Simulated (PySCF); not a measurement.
Diatomics of I with group 12

PBE0 with triple-zeta basis sets in PySCF, for the lowest determinant that a PBE0 search found; no spin–orbit coupling. De refers to high-spin ground-configuration atoms. A positive dipole means M(−)I(+).

```csv
M,basis,state (unpaired electrons),Re (Å),ωe (cm⁻¹),De (eV),μ (D)
Zn,def2-TZVPP,doublet (σ ↑),2.509,220,1.53,-2.32
Hg,def2-TZVPP,doublet (σ ↑),2.751,128,0.68,-2.28
```

Problem. The row for M = Cd is missing. Estimate Re, ωe and De as the mean of the rows for Zn and Hg, and compare with the calculation.

Solution. The means are 2.630 Å, 174 cm⁻¹ and 1.10 eV. PBE0 in def2-TZVPP gives CdI as a doublet (σ ↑) with Re = 2.698 Å, ωe = 169 cm⁻¹, De = 1.30 eV, so the estimate is off by -6.8 pm, +3 % and -0.20 eV.

Spin–orbit coupling is left out, which matters for elements this heavy, above all for dissociation energies. States were picked by a PBE0 search and need not be the measured ground states.
